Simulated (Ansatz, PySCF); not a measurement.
Caution: the highest occupied level lies above zero, so the state may not be bound. This triplet is an excited state, 0.85 eV above the relaxed singlet at the level B3LYP/aug-cc-pVTZ // PBE0-D3(BJ)/def2-TZVPD (Ansatz, an electronic-structure program).

# CH$_{2}$BN$_{2}$, SMILES `N#C[B-]N` (excited triplet) (charge -1, multiplicity 3)

Level of theory: PBE-D3(BJ)/def2-TZVPD // PBE0-D3(BJ)/def2-TZVPD in PySCF.

```
Quantity                                                      Result
-----------------------------  -------------------------------------
highest occupied spin orbital                                1.71 eV
total energy                                            -173.4879 Ha
cost                           about 4 core-minutes (a rough figure)
```

```xyz
6

N      2.5663    -0.4925    -0.1804
C      1.4846    -0.0438    -0.0314
B      0.1696     0.6006     0.2092
N     -1.2162     0.2661    -0.1563
H     -1.4177     0.2538    -1.1505
H     -1.5866    -0.5842     0.2547
```
Charge -1, spin multiplicity 3.
